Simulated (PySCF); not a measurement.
## State search for WH

Unrestricted PBE0; PySCF, scalar-relativistic core potentials, basis sets H cc-pVDZ, W cc-pVDZ-PP with ECP60. Outer shells of the fragments: H 1s1; W 5d4 6s2.

Followed along the bond (rough minima from three points):

```
2Ms+1         unpaired  ⟨S²⟩ at the start  R at minimum (Å)  Te (eV)
    6  σ ↑, π ↑↑, δ ↑↑               8.76              1.71     0.00
    4        π ↑↑, δ ↑               3.76              1.67     1.21
    4        π ↑, δ ↑↑               3.80              1.69     1.45
    2        π ↑↑, δ ↓               2.48              1.69     1.73
```

Solutions found at the starting distance of 1.605 Å, counted from the lowest of them; the search is not exhaustive and high or unbound solutions are not listed, so other states can lie among these:

```tsv
2Ms+1	unpaired	term	E (eV)	⟨S²⟩	⟨Lz²⟩	μ (D)
6	σ ↑, π ↑↑, δ ↑↑	⁶Σ⁺	0.00	8.76	0.00	1.81
4	π ↑↑, δ ↑	⁴Δ	1.15	3.76	4.00	1.26
4	π ↑, δ ↑↑	mixed	1.42	3.80	1.26	1.04
4	σ ↑, π ↑↑, δ ↑↓	mixed	1.69	4.76	8.01	1.55
2	π ↑↑, δ ↓	mixed	1.70	2.48	4.69	1.54
4	σ ↓, π ↑↑, δ ↑↑	mixed	1.74	4.76	0.00	1.52
```

A term symbol is given only where ⟨S²⟩ and ⟨Lz²⟩ are close to those of a pure state; real π, δ and φ orbitals otherwise mix terms. A positive dipole means H(−)W(+).

Question: Compare the gap between the two lowest followed solutions at the starting distance with the gap between their minima.

Answer: At PBE0 the second solution (quartet, unpaired electrons π ↑↑, δ ↑) lies +1.15 eV from the first (sextet, unpaired electrons σ ↑, π ↑↑, δ ↑↑) at 1.605 Å and +1.21 eV at the minima; the two curves relax by different amounts, since their minima lie near 1.67 and 1.71 Å.

Spin–orbit coupling is left out. The state is the lowest single determinant that the PBE0 search found; with open d or f shells the true ground state can be another one.
